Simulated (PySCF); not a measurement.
C₄H₆ClF. Atoms are numbered in the order given.

```xyz
12

F      2.8555     0.0207     0.2676
C      1.5372    -0.1307     0.0827
C      0.9500     0.2390    -1.0565
C     -0.5061     0.0947    -1.3838
C     -1.3686    -0.6552    -0.3880
Cl    -1.5969     0.2471     1.1626
H      1.0394    -0.5578     0.9588
H      1.5914     0.6851    -1.8258
H     -0.5975    -0.4444    -2.3471
H     -0.9505     1.0908    -1.5675
H     -2.3768    -0.8177    -0.7922
H     -0.9329    -1.6310    -0.1254
```

Geometry optimised at r2SCAN-D4/def2-SVP. The structure was generated by enumeration; whether it is a known compound was not checked. The values are those of a single conformer.

Calculation: PBE/def2-TZVP (PySCF).

The molecule is in vacuum.

Estimate the frontier levels, gap, dipole moment and polarisability. (An estimate is asked for; the answer gives what the named calculation found.)


| Property | Value |
|---|---|
| highest occupied level | -6.06 eV |
| lowest empty level | -0.74 eV |
| orbital gap | 5.33 eV |
| dipole moment | 2.45 D |
| quadrupole, principal values (traceless, Buckingham form, about the centre of nuclear charge) | -7.66, 2.38, 5.29 D·Å |
| mean static polarisability | 61.7 bohr³ (9.15 Å³) |
| polarisability, principal values | 49.5, 66.0, 69.8 bohr³ |
